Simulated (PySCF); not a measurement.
**Correlation energy of Hg (mercury, neutral)**

[Xe] 4f14 5d10 6s1 6p1, high-spin 3P determinant (an excited configuration). Computed with PySCF 2.14 in x2c-TZVPPall (11s7p7d3f1g, 97 functions), with scalar relativity by spin-free X2C-1e. Frozen: [Xe] 4f14; 12 electrons correlated.

| level | correlation energy (mhartree) |
| --- | --- |
| CCSD | -341.50 |
| (T) | -11.28 |
| CCSD(T) | -352.78 |

Diagnostics: T1 = 0.011, D1 = 0.0459, largest double amplitude 0.034.

Spin-orbit coupling, absent here, splits the open shell strongly.

Cost of the coupled-cluster step: of the order of 8 core-seconds, for 12 correlated electrons.

The basis was made for the ground configuration and has no added diffuse functions, which can raise the energy of the promoted electron.
